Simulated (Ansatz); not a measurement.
`[SeH]C1O[SiH2]1` and `FC1([SeH])O[SiH2]1` differ in one atom or group.

Ansatz, PBE0-D4/def2-TZVP geometries, multiplicity 1. Each molecule was computed in one conformer, which needn't be the lowest.

Scalar relativity is left out up to krypton.

| property | `[SeH]C1O[SiH2]1` |
| --- | --- |
| LUMO energy (ωB97M-V/def2-TZVPP) / eV | 0.76 |
| HOMO energy (ωB97M-V/def2-TZVPP) / eV | -8.85 |
| HOMO–LUMO gap (PBE/def2-TZVPP) / eV | 3.73 |
| HOMO energy (PBE0/def2-TZVPP) / eV | -6.69 |
| HOMO–LUMO gap (PBE0/def2-TZVPP) / eV | 5.67 |
| HOMO–LUMO gap (B3LYP/def2-TZVPP) / eV | 5.23 |

**Question.** What does the change do to each property? (Best estimate.)

**Answer.** Computed: 
```tsv
property	`FC1([SeH])O[SiH2]1`	shift
LUMO energy (ωB97M-V/def2-TZVPP) / eV	0.54	-0.22
HOMO energy (ωB97M-V/def2-TZVPP) / eV	-9.01	-0.16
HOMO–LUMO gap (PBE/def2-TZVPP) / eV	3.65	-0.08
HOMO energy (PBE0/def2-TZVPP) / eV	-6.86	-0.17
HOMO–LUMO gap (PBE0/def2-TZVPP) / eV	5.60	-0.07
HOMO–LUMO gap (B3LYP/def2-TZVPP) / eV	5.16	-0.07
```

With PBE0 the HOMO falls by 0.17 eV and the LUMO falls by 0.24 eV, so the gap narrows by about 0.07 eV. PBE moves the HOMO by -0.14 eV and ωB97M-V by -0.16 eV.

B3LYP here is the variant with VWN-RPA as its local correlation; programs differ in this.

Spin–orbit coupling is left out; it splits and shifts lone-pair levels of the heavy atoms by tenths of an eV.
